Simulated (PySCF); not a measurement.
# Stretching AlTe⁻

Set-up: PySCF, scalar-relativistic core potentials, basis sets Al def2-SVPD, Te def2-SVPD with ECP28. Energies in eV from Al + Te⁻ in their ground configurations at the same level. All curves are PBE0. state 1: ¹Σ⁺ (singlet), closed shell; state 2: ³Π (triplet), unpaired electrons σ ↑, π ↑, a second solution, started from another occupation.

```
R (Å)  state 1  state 2
2.124   -2.733   -0.638
2.223   -3.294   -1.204
2.322   -3.600   -1.521
2.396   -3.707   -1.641
2.470   -3.735   -1.688
2.544   -3.703   -1.681
2.643   -3.591   -1.615
2.766   -3.376   -1.480
2.915   -3.053   -1.289
3.112   -2.576   -1.045
```

Q: Put a parabola through the three lowest points of the state 1 curve and estimate Re, k and ωe (reduced mass 22.34 u; 1 eV/Å² = 0.16022 mdyn/Å; ωe = 1302.8·√(k/μ) cm⁻¹).

A: Through R = 2.396, 2.47, 2.544 Å the second-order coefficient is 5.48 eV/Å², so Re ≈ 2.468 Å, k ≈ 1.76 mdyn/Å and ωe ≈ 365 cm⁻¹. A polynomial fit of higher order to the unrounded PBE0 energies gives Re = 2.464 Å, k = 1.78 mdyn/Å, ωe = 368 cm⁻¹; anharmonicity and rounding make the difference.

The higher-order fit for each curve: state 1: Re = 2.464 Å, ωe = 368 cm⁻¹, De = 3.74 eV; state 2: Re = 2.495 Å, ωe = 324 cm⁻¹, minimum 1.69 eV below the ground-state fragments.

These are scalar-relativistic numbers at best; spin–orbit coupling would shift them, the dissociation energy most. For an ion De counts to the pair picked by the measured ionisation energies or electron affinities, which need not be the lowest pair at this level. Counting both spins, an empty level lies below a filled one in some of these solutions, because spin and occupation are held. The highest Kohn–Sham level is positive in this anion. Much of that is self-interaction error, but it also means that the finite basis helps to hold the extra electron.
